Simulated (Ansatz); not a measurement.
`C[CH](C)[Mg][Cl]` + `C=C(O)Br` → `C=C(Br)OC` + `C[CH2][Mg][Cl]`  (substitution at a C–C bond)

Program: Ansatz. Geometries: PBE0-D4/def2-TZVP. ΔE: electronic, gas phase. CCSD(T)/CBS is the MP2 limit (def2-TZVPP, def2-QZVPP) plus CCSD(T) − MP2 in def2-TZVPP, frozen cores. DFT in def2-TZVPP. For Br, Mg outer-core shells are correlated without core-valence functions, which leaves a few kJ/mol of doubt a bond. Scalar relativity is left out up to krypton. Each species was taken in one conformer, which may not be the lowest.

| level | ΔE (kJ/mol) |
| --- | --- |
| B2PLYP | 25.1 |
| r2SCAN | 25.9 |
| MP2/def2-TZVPP | 33.2 |
| HF/def2-QZVPP | 19.3 |
| SCS-MP2/def2-QZVPP | 29.3 |
| HF/CBS(def2) | 19.3 |
| MP2/CBS(def2) | 33.6 |
| CCSD/CBS(def2) | 29.5 |

Question: What does CCSD(T)/CBS give? (An estimate is asked.)

Answer: Computed: +29.4 kJ/mol. The listed levels differ from it by -4.3, -3.5, 3.8, -10.1, -0.1, -10.1, 4.2, 0.1 kJ/mol.

Largest T1 diagnostic among the species: 0.010.

In def2-TZVPP, CCSD(T) changes the Hartree–Fock value by +9.7 kJ/mol (the triples alone add −0.1 kJ/mol) and MP2 by +13.9 kJ/mol.
